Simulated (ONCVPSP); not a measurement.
**What one change does to a pseudopotential (Pd (Z = 46), ONCV)**

| Item | Value |
| --- | --- |
| Element | Pd |
| Generator | ONCVPSP 4.0.1 |
| Type | optimised norm-conserving Vanderbilt (ONCV) |
| Functional | PBE |
| Relativity | non-relativistic |
| Frozen core | [Ar] 3d10 |
| Valence charge | 18 |
| Reference configuration | 4s2 4p6 4d9.5 (charge +0.5) |
| Partial waves | 4s: rc 1.15 bohr, ncon 4, nbas 7, qcut 6.9 1/bohr, 2 projectors, debl 3.4 Ha; 4p: rc 1.35 bohr, ncon 4, nbas 9, qcut 7.9 1/bohr, 2 projectors, debl 0.7 Ha; 4d: rc 1.70 bohr, ncon 4, nbas 8, qcut 8.1 1/bohr, 1 projector |
| Local potential | polynomial inside 0.80 bohr (lpopt 5, dvloc0 6 Ha) |
| Core correction | none |

In the p channel the program set the typed energies aside and used -2.006, 0.250 Ha.

All-electron outer shells of the reference configuration (PBE, non-relativistic, ld1.x):

```csv
shell,level (eV),outermost node (bohr),outermost maximum (bohr)
4s,-83.95,0.47,0.88
4p,-54.59,0.46,0.92
4d,-9.15,0.45,1.09
```

Change: p: rc 1.96.

Cutoffs: the cutoffs (Ha) at which the residual kinetic energy of the hardest occupied pseudo-wave falls to 1 and 0.1 mHa per electron; they do not see the model core or the augmentation charge, which bear on the density cutoff. Errors are all-electron minus pseudo energies relative to the spin-unpolarised reference configuration.

Question: What does the change do?

Answer: The potential gets neither clearly harder nor softer (79 Ha and 97 Ha → 79 Ha and 97 Ha); the s channel sets the loose cutoff, while the largest relative change is in p, which becomes softer; of the 4 tests that both files solve, the error grows in 2 and shrinks in 0 by more than 15 % and 0.3 meV (median size 0.4 → 0.6 meV); neither file shows a bound ghost.

```csv
quantity,base,changed
"cutoff, loose",79 Ha,79 Ha
"cutoff, tight",97 Ha,97 Ha
loose cutoff by channel,"s 79 Ha, p 23 Ha, d 25 Ha","s 79 Ha, p 18 Ha, d 25 Ha"
bound ghosts,none,none
GHOST(+) flags under 300 eV,s at 181.1 eV,s at 181.1 eV
"error for 4s2 4p6 4d10, meV [ΔE -3.28 eV]",-0.1,-0.1
"error for 4s2 4p6 4d9, meV [ΔE 5.97 eV]",-0.1,-0.1
"error for 4s2 4p6 4d8, meV [ΔE 27.08 eV]",+0.7,+1.1
"error for 4s2 4p5 4d10, meV [ΔE 51.99 eV]",-39,-66
s: phases at 1.16 bohr within 0.05 rad from the reference energy up to (Ha; the scan ends near 5),to the end of the scan,to the end of the scan
d: phases at 1.73 bohr within 0.05 rad from the reference energy up to (Ha; the scan ends near 5),3.1,3.1
```
